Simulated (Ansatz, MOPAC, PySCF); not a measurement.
Pair of molecules: HF (SMILES F) (first 2 atoms) with CH3Br (SMILES CBr); geometry from B3LYP-D3(BJ)/def2-TZVP, rigid monomers moved along the line of their centres of mass till H2···Br4 is 2.12 Å.
(charge 0, multiplicity 1):
```xyz
7

F     -0.0394    -0.1485     0.6416
H     -0.0625    -0.6487     1.4319
C     -0.2407     1.0736     3.6043
Br    -0.1625    -0.8901     3.5385
H     -1.1792     1.3396     4.0765
H     -0.1910     1.4268     2.5808
H      0.6100     1.4071     4.1870
```

Counterpoise-corrected where a basis set is named; no monomer relaxation. Rows marked so take none.

Frozen-core correlation. Filled d and f shells under p-block atoms count as core. CBS: X⁻³ extrapolation of the correlation energy, Hartree–Fock from the larger set. Rows in 3-21G, 6-31G* carry no dispersion term and start afresh at each structure (6-31G* with six Cartesian d functions); the Pople sets are all-electron and without relativity. The state reached by AM1, PM3, PM6, PM7 isn't checked; PM7 holds dispersion and hydrogen-bond terms.

Run with Ansatz (a first-principles code) with Gaussian orbitals; MOPAC for AM1, PM3, PM6, PM7 (differences of heats of formation); PySCF for 3-21G rows, 6-31G* rows, the dispersion terms. Values without a source in brackets are computed.

Other levels give for the interaction energy: PBE/def2-TZVPPD -17.3; B3LYP/def2-TZVPPD -11.7; B3LYP-D3(BJ)/def2-TZVPPD -17.3; wB97M-V/def2-TZVPPD -15.9; CCSD(T)/CBS(aug-cc-pVDZ, aug-cc-pVTZ) -14.5 kJ/mol.

Common cheap choices:

```tsv
level	interaction energy (kJ/mol)	less -14.5 (CCSD(T)/CBS(aug-cc-pVDZ, aug-cc-pVTZ))
AM1	13.2	27.7
PM3	9.0	23.5
PM6	10.4	24.9
PM7	22.4	36.9
HF/3-21G (no counterpoise)	-10.0	4.5
BP86/6-31G* (no counterpoise)	-17.3	-2.8
B3LYP/3-21G (no counterpoise)	-27.8	-13.3
M06-2X/6-31G* (no counterpoise)	-19.1	-4.6
```
